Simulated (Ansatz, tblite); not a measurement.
Cost and result up the ladder for the cluster K2H2 (4 atoms). The state is a singlet with charge 0. Geometry: r2SCAN-D4/def2-TZVP.

```xyz
4

K    -0.272   -1.750    0.296
K     0.271    1.750   -0.297
H    -1.001    0.384    1.357
H     1.002   -0.384   -1.357
```

Ansatz on 4 threads of Arm Neoverse N1 on a shared host; xTB runs through tblite on one thread. Times are rough, summed over both states, and most runs start from the orbitals of an earlier one. CCSD(T)/def2-TZVPP serves as the yardstick here, not as an exact answer. Differences are given only for rows in sets of like size (and for xTB, whose basis is part of the method), since another set adds its own error. The other state is a quintet at its own geometry, which has other bonds, so the gap mixes isomer and spin.

The xTB rows come from tblite. Correlated methods freeze 10 core orbitals; core or outer-core shells of K are correlated, in sets that lack core-valence functions. In the quintet geometry the species has come apart into loosely held pieces. At PBE0-D4/def2-TZVP a singlet of charge 0 lies 4.63 eV below the quintet, each at its own geometry. The structure comes from a short search, and lower isomers may exist.

Run but left out: GFN1-xTB (tight binding far off the other levels).

Correlated methods converge slowly with the basis.

xTB has no spin-polarisation term.

```json
{"level": "GFN2-xTB", "functions": "10", "wall time": "0.004 s", "quintet − singlet (eV)": "8.08", "difference from CCSD(T)/def2-TZVPP (eV)": "3.08"}
{"level": "HF/STO-3G", "functions": "28", "wall time": "0.3 s", "quintet − singlet (eV)": "2.83", "difference from CCSD(T)/def2-TZVPP (eV)": "–"}
{"level": "MP2/def2-TZVP", "functions": "78", "wall time": "1.1 s", "quintet − singlet (eV)": "4.28", "difference from CCSD(T)/def2-TZVPP (eV)": "-0.72"}
{"level": "PBE-D4/def2-TZVP", "functions": "78", "wall time": "3 s", "quintet − singlet (eV)": "4.65", "difference from CCSD(T)/def2-TZVPP (eV)": "-0.35"}
{"level": "BHLYP-D4/def2-TZVP", "functions": "78", "wall time": "3.3 s", "quintet − singlet (eV)": "4.73", "difference from CCSD(T)/def2-TZVPP (eV)": "-0.26"}
{"level": "CAM-B3LYP-D4/def2-TZVP", "functions": "78", "wall time": "3.5 s", "quintet − singlet (eV)": "5.05", "difference from CCSD(T)/def2-TZVPP (eV)": "0.06"}
{"level": "RPA@PBE/def2-TZVP", "functions": "78", "wall time": "3.7 s", "quintet − singlet (eV)": "4.39", "difference from CCSD(T)/def2-TZVPP (eV)": "-0.61"}
{"level": "PBE0-D4/def2-TZVP (with forces)", "functions": "78", "wall time": "4.9 s", "quintet − singlet (eV)": "4.63", "difference from CCSD(T)/def2-TZVPP (eV)": "-0.36"}
{"level": "CCSD(T)/def2-TZVPP", "functions": "94", "wall time": "5.7 s", "quintet − singlet (eV)": "4.99", "difference from CCSD(T)/def2-TZVPP (eV)": "0.00"}
{"level": "r2SCAN-D4/def2-TZVP", "functions": "78", "wall time": "6.6 s", "quintet − singlet (eV)": "5.01", "difference from CCSD(T)/def2-TZVPP (eV)": "0.02"}
{"level": "ωB97X-V/def2-TZVP", "functions": "78", "wall time": "11 s", "quintet − singlet (eV)": "5.48", "difference from CCSD(T)/def2-TZVPP (eV)": "0.49"}
{"level": "ωB97M-V/def2-TZVP", "functions": "78", "wall time": "13 s", "quintet − singlet (eV)": "5.49", "difference from CCSD(T)/def2-TZVPP (eV)": "0.49"}
{"level": "B97M-V/def2-TZVP", "functions": "78", "wall time": "14 s", "quintet − singlet (eV)": "5.53", "difference from CCSD(T)/def2-TZVPP (eV)": "0.53"}
```
